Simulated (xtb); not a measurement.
Computed with xtb with GFN2-xTB.

```
xtb start.xyz --ohess tight --gfn 2 --chrg 0 --uhf 0 --iterations 400

# start.xyz
19

Mo     0.000000     0.000000     0.000000
Cl    -1.337009     0.236151     2.079164
Cl     1.337011    -0.236149    -2.079163
C     -1.636575    -1.208966    -0.915088
H     -2.467295    -0.572488    -1.234930
H     -2.032775    -1.940717    -0.204410
H     -1.280398    -1.756924    -1.792799
C     -0.925235     1.862994    -0.806571
H     -1.227508     2.536447     0.001259
H     -1.815290     1.637096    -1.401777
H     -0.225179     2.406649    -1.448333
C      0.925231    -1.862995     0.806572
H      0.161398    -2.568615     1.147393
H      1.578831    -1.644233     1.656542
H      1.527735    -2.367349     0.044920
C      1.636574     1.208967     0.915088
H      2.417866     1.435523     0.183136
H      2.105278     0.674782     1.747230
H      1.257322     2.159830     1.301772
```

Output:

```
[...]
        23        2.0000           -0.3989995             -10.8573
        24        2.0000           -0.3774059             -10.2697 (HOMO)
        25                         -0.3312079              -9.0126 (LUMO)
        26                         -0.2907548              -7.9118
        27                         -0.2781782              -7.5696
        28                         -0.1378347              -3.7507
        29                         -0.1347889              -3.6678
        30                          0.0313475               0.8530
        31                          0.0317628               0.8643
        32                          0.0320904               0.8732
        33                          0.0322262               0.8769
        34                          0.0325018               0.8844
        35                          0.0331029               0.9008
       ...                                ...                  ...
        55                          1.6472512              44.8240
      -------------------------------------------------------------
                  HL-Gap            0.0461979 Eh            1.2571 eV
             Fermi-level           -0.3543069 Eh           -9.6412 eV

     #   Z          covCN         q      C6AA      α(0)
     1  42 Mo       5.238     0.573   359.446    38.994
     2  17 Cl       0.849    -0.251   107.045    15.828
     3  17 Cl       0.848    -0.251   107.069    15.830
     4   6 C        3.672    -0.207    24.875     7.149
     5   1 H        0.924     0.059     2.205     2.322
     6   1 H        0.924     0.055     2.262     2.352
     7   1 H        0.924     0.058     2.228     2.334
     8   6 C        3.672    -0.207    24.876     7.149
     9   1 H        0.924     0.058     2.229     2.335
    10   1 H        0.924     0.060     2.204     2.322
    11   1 H        0.924     0.055     2.261     2.351
    12   6 C        3.671    -0.187    24.453     7.088
    13   1 H        0.924     0.060     2.203     2.321
    14   1 H        0.924     0.063     2.163     2.300
    15   1 H        0.924     0.064     2.152     2.294
    16   6 C        3.671    -0.187    24.454     7.088
    17   1 H        0.924     0.060     2.202     2.321
    18   1 H        0.924     0.063     2.163     2.300
    19   1 H        0.924     0.064     2.152     2.294

 Mol. C6AA /au·bohr⁶  :       5922.207380
 Mol. C8AA /au·bohr⁸  :     252878.272198
 Mol. α(0) /au        :        126.972162

Wiberg/Mayer (AO) data.
largest (>0.10) Wiberg bond orders for each atom

 ---------------------------------------------------------------------------
     #   Z sym  total        # sym  WBO       # sym  WBO       # sym  WBO
 ---------------------------------------------------------------------------
     1  42 Mo   6.966 --     2 Cl   1.120     3 Cl   1.119    12 C    1.058
                            16 C    1.058     8 C    1.005     4 C    1.005
     2  17 Cl   1.336 --     1 Mo   1.120
     3  17 Cl   1.334 --     1 Mo   1.119
     4   6 C    3.955 --     1 Mo   1.005     6 H    0.949     7 H    0.933
                             5 H    0.932
     5   1 H    0.996 --     4 C    0.932
     6   1 H    0.997 --     4 C    0.949
     7   1 H    0.996 --     4 C    0.933
     8   6 C    3.955 --     1 Mo   1.005    11 H    0.949     9 H    0.933
                            10 H    0.932
     9   1 H    0.996 --     8 C    0.933
    10   1 H    0.996 --     8 C    0.932
    11   1 H    0.997 --     8 C    0.949
    12   6 C    3.962 --     1 Mo   1.058    13 H    0.948    14 H    0.932
                            15 H    0.921
    13   1 H    0.996 --    12 C    0.948
    14   1 H    0.995 --    12 C    0.932
    15   1 H    0.995 --    12 C    0.921
    16   6 C    3.962 --     1 Mo   1.058    17 H    0.948    18 H    0.932
                            19 H    0.921
    17   1 H    0.996 --    16 C    0.948
    18   1 H    0.995 --    16 C    0.932
    19   1 H    0.995 --    16 C    0.921
 ---------------------------------------------------------------------------

Topologies differ in total number of bonds
Writing topology from bond orders to xtbtopo.mol

molecular dipole:
                 x           y           z       tot (Debye)
 q only:       -0.493       0.255      -0.181
   full:       -0.302       0.155      -0.109       0.906
molecular quadrupole (traceless):
                xx          xy          yy          xz          yz          zz
 q only:        1.522       1.143       5.460       4.109       1.097      -6.982
  q+dip:        1.827       1.277       5.994       4.490       0.951      -7.822
   full:        1.664       1.295       5.898       4.374       1.070      -7.562

           -------------------------------------------------
          |                Geometry Summary                 |
           -------------------------------------------------

      molecular mass/u    :      227.0038963
   center of mass at/Å    :        0.3709717      -0.1928336       0.1385861
  moments of inertia/u·Å² :        0.3160959E+03   0.5346658E+03   0.5485033E+03
rotational constants/cm⁻¹ :        0.5333075E-01   0.3152929E-01   0.3073388E-01

 * 14 selected distances

     #   Z          #   Z                                           value/Å
     1  42 Mo       2  17 Cl                                      2.3004729
     1  42 Mo       3  17 Cl                                      2.3016767 (max)
     4   6 C        5   1 H                                       1.0951125
     4   6 C        6   1 H                                       1.0932333
     4   6 C        7   1 H                                       1.0936042
     8   6 C        9   1 H                                       1.0936231
     8   6 C       10   1 H                                       1.0952575
     8   6 C       11   1 H                                       1.0932425
    12   6 C       13   1 H                                       1.0919051
    12   6 C       14   1 H                                       1.0951736
    12   6 C       15   1 H                                       1.0978719
    16   6 C       17   1 H                                       1.0918092 (min)
    16   6 C       18   1 H                                       1.0951559
    16   6 C       19   1 H                                       1.0978939
Molecule has the following symmetry elements: (C2)
It seems to be the C2 point group

 * 2 distinct bonds (by element types)

   Z      Z             #   av. dist./Å        max./Å        min./Å
   1 H    6 C          12     1.0944902     1.0978939     1.0918092
  17 Cl  42 Mo          2     2.3010748     2.3016767     2.3004729

           -------------------------------------------------
          |               Frequency Printout                |
           -------------------------------------------------
 projected vibrational frequencies (cm⁻¹)
eigval :       -0.00    -0.00    -0.00     0.00     0.00     0.00
eigval :       64.40    96.16   117.84   118.10   141.03   154.14
eigval :      176.88   184.55   209.28   212.98   213.20   240.48
eigval :      261.88   264.17   325.89   430.71   432.69   464.31
eigval :      471.48   567.26   607.70   666.05   686.80   695.54
eigval :      724.59   729.62   780.64  1287.63  1288.76  1314.14
eigval :     1328.43  1467.03  1469.38  1476.60  1479.91  1481.34
eigval :     1493.05  1503.64  1511.62  2907.84  2919.58  2936.54
eigval :     2937.92  2943.62  2944.36  2958.12  2962.78  2973.16
eigval :     2978.92  2981.80  2986.82
 reduced masses (amu)
   1: 34.48   2: 34.37   3: 51.18   4: 41.45   5: 34.00   6: 31.20   7: 20.03   8: 44.30
   9: 11.07  10: 13.02  11: 14.47  12:  8.30  13: 21.35  14: 12.51  15: 44.06  16: 11.60
  17: 35.23  18: 15.25  19: 16.72  20: 24.11  21: 11.44  22: 17.94  23: 10.54  24: 23.66
  25: 26.27  26:  2.44  27:  2.96  28:  3.77  29:  4.22  30:  5.93  31:  2.69  32:  2.84
  33:  2.78  34:  2.69  35:  2.64  36:  2.65  37:  2.62  38:  1.73  39:  1.72  40:  1.72
  41:  1.66  42:  1.72  43:  1.69  44:  1.71  45:  1.67  46:  1.80  47:  1.76  48:  1.91
  49:  1.84  50:  1.78  51:  1.78  52:  1.92  53:  1.85  54:  1.29  55:  1.43  56:  1.57
  57:  1.68
 IR intensities (km·mol⁻¹)
   1:  0.13   2:  0.02   3:  0.02   4:  0.06   5:  0.17   6:  0.04   7:  0.33   8:111.98
   9:  1.98  10: 13.41  11:  0.98  12:  0.49  13: 16.75  14:  3.61  15:  6.94  16:  1.58
  17: 56.63  18:  3.92  19:  0.00  20: 41.39  21:  0.73  22: 32.00  23:  0.35  24: 15.50
  25: 23.41  26:  0.62  27:  0.02  28: 77.40  29: 99.86  30: 24.46  31:  8.46  32:  9.21
  33: 40.82  34: 24.56  35:  8.69  36: 16.56  37:  8.87  38:  0.41  39:  4.18  40:  0.90
  41:  5.68  42:  3.07  43:  0.06  44:  1.74  45:  2.87  46: 51.43  47:  0.03  48:  2.51
  49:  9.25  50: 31.84  51: 39.33  52: 44.08  53: 27.18  54:  9.83  55:  1.57  56: 97.03
  57:  4.67
 Raman intensities (Ä⁴*amu⁻¹)
   1:  0.00   2:  0.00   3:  0.00   4:  0.00   5:  0.00   6:  0.00   7:  0.00   8:  0.00
   9:  0.00  10:  0.00  11:  0.00  12:  0.00  13:  0.00  14:  0.00  15:  0.00  16:  0.00
  17:  0.00  18:  0.00  19:  0.00  20:  0.00  21:  0.00  22:  0.00  23:  0.00  24:  0.00
  25:  0.00  26:  0.00  27:  0.00  28:  0.00  29:  0.00  30:  0.00  31:  0.00  32:  0.00
  33:  0.00  34:  0.00  35:  0.00  36:  0.00  37:  0.00  38:  0.00  39:  0.00  40:  0.00
  41:  0.00  42:  0.00  43:  0.00  44:  0.00  45:  0.00  46:  0.00  47:  0.00  48:  0.00
  49:  0.00  50:  0.00  51:  0.00  52:  0.00  53:  0.00  54:  0.00  55:  0.00  56:  0.00
  57:  0.00
 output can be read by thermo (or use thermo option).
 writing <g98.out> molden fake output.
 recommended (thermochemical) frequency scaling factor: 1.0
           -------------------------------------------------
          |             Thermodynamic Functions             |
           -------------------------------------------------

c2  symmetry found (for desy threshold:  0.10E+00) used in thermo

          ...................................................
          :                      SETUP                      :
          :.................................................:
          :  # frequencies                          51      :
          :  # imaginary freq.                       0      :
          :  linear?                             false      :
          :  only rotor calc.                    false      :
          :  symmetry                               c2      :
          :  rotational number                       2      :
          :  scaling factor                  1.0000000      :
          :  rotor cutoff                   50.0000000 cm⁻¹ :
          :  imag. cutoff                  -20.0000000 cm⁻¹ :
          :.................................................:

    mode    ω/cm⁻¹     T·S(HO)/kcal·mol⁻¹    T·S(FR)/kcal·mol⁻¹   T·S(vib)
   ------------------------------------------------------------------------
       1     64.40    -1.28728 ( 73.35%)    -0.98140 ( 26.65%)    -1.20576
       2     96.16    -1.05267 ( 93.19%)    -0.86270 (  6.81%)    -1.03973
       3    117.84    -0.93487 ( 96.86%)    -0.80250 (  3.14%)    -0.93071
       4    118.10    -0.93359 ( 96.89%)    -0.80185 (  3.11%)    -0.92949
       5    141.03    -0.83181 ( 98.44%)    -0.74930 (  1.56%)    -0.83053
       6    154.14    -0.78129 ( 98.91%)    -0.72296 (  1.09%)    -0.78065
       7    176.88    -0.70396 ( 99.37%)    -0.68221 (  0.63%)    -0.70382
       8    184.55    -0.68034 ( 99.46%)    -0.66963 (  0.54%)    -0.68028
       9    209.28    -0.61118 ( 99.68%)    -0.63238 (  0.32%)    -0.61125
      10    212.98    -0.60166 ( 99.70%)    -0.62719 (  0.30%)    -0.60174
      11    213.20    -0.60109 ( 99.70%)    -0.62688 (  0.30%)    -0.60117
      12    240.48    -0.53647 ( 99.81%)    -0.59122 (  0.19%)    -0.53657
      13    261.88    -0.49171 ( 99.87%)    -0.56597 (  0.13%)    -0.49181
      14    264.17    -0.48719 ( 99.87%)    -0.56340 (  0.13%)    -0.48729
   ------------------------------------------------------------------------

   temp. (K)  partition function   enthalpy   heat capacity  entropy
                                   cal/mol     cal/K/mol   cal/K/mol   J/K/mol
 298.15  VIB  0.188E+05             6906.868     40.865     42.372
         ROT  0.368E+06              888.752      2.981     28.448
         INT  0.691E+10             7795.620     43.846     70.820
         TR   0.331E+28             1481.254      4.968     42.143
         TOT                        9276.8744    48.8142   112.9626   472.6354

       T/K    H(0)-H(T)+PV         H(T)/Eh          T*S/Eh         G(T)/Eh
   ------------------------------------------------------------------------
    298.15    0.147836E-01    0.157332E+00    0.536722E-01    0.103659E+00
   ------------------------------------------------------------------------

         :::::::::::::::::::::::::::::::::::::::::::::::::::::
         ::                  THERMODYNAMIC                  ::
         :::::::::::::::::::::::::::::::::::::::::::::::::::::
         :: total free energy         -25.772230185479 Eh   ::
         ::.................................................::
         :: total energy              -25.875889628608 Eh   ::
         :: zero point energy           0.142547965726 Eh   ::
         :: G(RRHO) w/o ZPVE           -0.038888522597 Eh   ::
         :: G(RRHO) contrib.            0.103659443129 Eh   ::
         :::::::::::::::::::::::::::::::::::::::::::::::::::::

optimized geometry written to: xtbopt.xyz

           -------------------------------------------------
          | TOTAL ENERGY              -25.875889628608 Eh   |
          | TOTAL ENTHALPY            -25.718558022569 Eh   |
          | TOTAL FREE ENERGY         -25.772230185479 Eh   |
          | GRADIENT NORM               0.000329758661 Eh/α |
          | HOMO-LUMO GAP               1.257109169529 eV   |
           -------------------------------------------------

------------------------------------------------------------------------
```

Cost: very roughly 3 core-seconds.
